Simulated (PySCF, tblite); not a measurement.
Isomers of C3H12N2Si2. All values are computed: GFN2-xTB (tblite) harmonic vibrations without scaling, gas phase. Against measured fundamentals such values can be off by several per cent, at times by over 20. Modes of hydrogen on silicon can be 10 to 20 % off. One conformer each.

Electronic energies: PBE0/pcSseg-1 single points on the GFN2-xTB geometries (PySCF, gas phase).

```
                 SMILES  electronic energy, lowest = 0 (kcal/mol)
    CN1[SiH2]CN[Si@H]1C                                       0.0
   C=CC[Si@H](N)N[SiH3]                                       9.8
 CN[Si@H]1C[Si@@H](N)C1                                       5.7
     C=C[SiH2]N[SiH2]NC                                      22.4
NC[C@H]1[SiH2]CN[SiH2]1                                      32.7
    CN1[SiH2]NC[Si@H]1C                                       0.9
```

Task: How do GFN2-xTB zero-point energies change the relative energies?

Result: 
```
                 SMILES  ZPE (kcal/mol)  of it from modes above 1550 cm⁻¹  electronic (kcal/mol)  with ZPE, lowest = 0 (kcal/mol)  lowest mode (cm⁻¹)  rings
    CN1[SiH2]CN[Si@H]1C            93.0                              48.3                    0.0                              0.0                  67      1
    CN1[SiH2]NC[Si@H]1C            92.8                              48.3                    0.9                              0.8                  60      1
 CN[Si@H]1C[Si@@H](N)C1            93.6                              51.1                    5.7                              6.4                  28      1
   C=CC[Si@H](N)N[SiH3]            89.2                              51.9                    9.8                              6.1                  36      0
     C=C[SiH2]N[SiH2]NC            90.0                              50.7                   22.4                             19.4                  33      0
NC[C@H]1[SiH2]CN[SiH2]1            92.3                              50.2                   32.7                             32.0                  58      1
```

The zero-point energies span 4.4 kcal/mol, from `C=CC[Si@H](N)N[SiH3]` to `CN[Si@H]1C[Si@@H](N)C1`. The lowest isomer stays, but the order above it changes.

Task: And how do the electronic energies of GFN2-xTB itself compare?

Result: `CN1[SiH2]CN[Si@H]1C` 0.2; `CN1[SiH2]NC[Si@H]1C` 0.0; `CN[Si@H]1C[Si@@H](N)C1` 42.7; `C=CC[Si@H](N)N[SiH3]` 19.5; `C=C[SiH2]N[SiH2]NC` 22.3; `NC[C@H]1[SiH2]CN[SiH2]1` 41.2 kcal/mol, lowest = 0. Against the energies above, taken from the same isomer `CN1[SiH2]CN[Si@H]1C`, the largest difference is 36.8 kcal/mol.

Task: What do entropy and thermal enthalpy add at 298.15 K and 1 bar (rigid rotor, harmonic oscillator, one conformer each)?

Result: 
```csv
SMILES,point group,symmetry number,S (cal/(mol K)),H − H(0) (kcal/mol),ZPE + H − H(0) − TS (kcal/mol)
CN1[SiH2]CN[Si@H]1C,C1,1,100.2,7.33,70.4
CN1[SiH2]NC[Si@H]1C,C1,1,100.7,7.38,70.2
CN[Si@H]1C[Si@@H](N)C1,C1,1,102.4,7.52,70.6
C=CC[Si@H](N)N[SiH3],C1,1,111.5,8.39,64.4
C=C[SiH2]N[SiH2]NC,C1,1,108.9,8.06,65.5
NC[C@H]1[SiH2]CN[SiH2]1,C1,1,97.0,6.89,70.3
```
